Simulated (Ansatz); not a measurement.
Cartesian coordinates in Å:
```
O -0.907 -1.765 0.741
Si -0.069 -0.761 -0.272
Si 1.133 0.708 1.089
P -1.489 0.286 -1.684
H -1.487 -2.414 0.339
H 0.848 -1.531 -1.165
H 2.061 -0.003 2.010
H 0.190 1.533 1.891
H 1.927 1.611 0.212
H -1.775 1.369 -0.811
H -0.433 0.966 -2.348
```

Total charge 0; spin multiplicity 1.

Problem. List the r2SCAN/def2-TZVPP orbital energies in eV (Ansatz). (Estimate.)

Solution. The calculation gave: Occupied: -2088.35, -1791.68, -1790.82, -516.04, -175.83, -142.03, -141.33, -125.32, -125.28, -125.22, -96.92, -96.89, -96.87, -96.19, -96.18, -96.18, -26.58, -16.72, -14.61, -13.45, -11.63, -10.15, -9.41, -9.17, -8.87, -8.80, -7.98, -7.41, -6.44. Lowest empty: -0.97, -0.48, -0.33, 0.11, 0.95, 1.16, 1.22, 1.40.
